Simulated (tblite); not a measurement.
Task: Give a GFN2-xTB geometry of `COC[C@H](C)[SiH3]`.

Result: 
```xyz
18
C4H12OSi angstrom
C      2.4749    0.5365   -0.0908
O      1.1096    0.2589   -0.2315
C      0.4808   -0.1780    0.9539
C     -1.0039   -0.2581    0.6395
C     -1.3568   -1.5933   -0.0055
Si    -1.3677    1.2070   -0.5341
H      3.0333   -0.3629    0.1986
H      2.6471    1.3142    0.6646
H      2.8295    0.8869   -1.0585
H      0.8990   -1.1466    1.2719
H      0.6663    0.5501    1.7591
H     -1.5654   -0.1646    1.5728
H     -0.7561   -1.7449   -0.8991
H     -2.4068   -1.6145   -0.2901
H     -1.1705   -2.4215    0.6796
H     -0.7575    2.4263   -0.0050
H     -0.9367    0.9237   -1.8973
H     -2.8279    1.3874   -0.5340
```

Orientation and origin are arbitrary. Atoms count from 1 in this order. Si6 (SiH3 silicon) is tetrahedral (angles from 106.4° to 112.2°). O2 (ether oxygen) is bent (angle 114.3°). Of the pairs four or more bonds apart, H8···H11 is among the closest relative to their van der Waals radii: 2.39 Å, 100 % of the sum of Bondi's values.

Bonds between heavy atoms (Å): C1–O2 1.400, O2–C3 1.411, C3–C4 1.520, C4–C5 1.524, C4–Si6 1.912.

Structure optimised with GFN2-xTB, isolated species.

Point group: C1 (no symmetry element, even within 0.4 Å). Its GFN2-xTB frequencies are all real (lowest 68 cm⁻¹). One conformer, not necessarily the lowest (C1–O2–C3–C4 173°, O2–C3–C4–C5 85°).

All values are computed, not measured.
